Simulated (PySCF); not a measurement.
How methods differ on the electron affinity of Sr

Sr- [Kr] 4d1 5s2 (2D) → Sr [Kr] 5s2 (1S), as a difference of total energies. All numbers are calculated (PySCF 2.14, no relativity, point nucleus, in dyall-av2z). Correlated levels: valence: [Kr] frozen; virtual orbitals above 40 to 60 times the deepest correlated orbital energy dropped. The calculations carry no spin-orbit coupling.

| method | electron affinity (eV) |
| --- | --- |
| UHF | -1.646 |
| MP2 (valence) | -1.567 |
| SCS-MP2 (valence) | -1.582 |
| CCSD (valence) | -1.224 |
| CCSD(T) (valence) | -1.109 |

The configuration of this anion was assumed by filling the next shell in order. It is not the known or likely ground configuration (Ca⁻, Sr⁻ and Ba⁻, for instance, bind a p electron), so these values are not the electron affinity of the element.

A negative affinity means that the anion lies above the atom at that level of theory.

The coupled-cluster amplitudes are large for Sr- (T1 above 0.03 or a double amplitude above 0.15), so a single reference is strained.
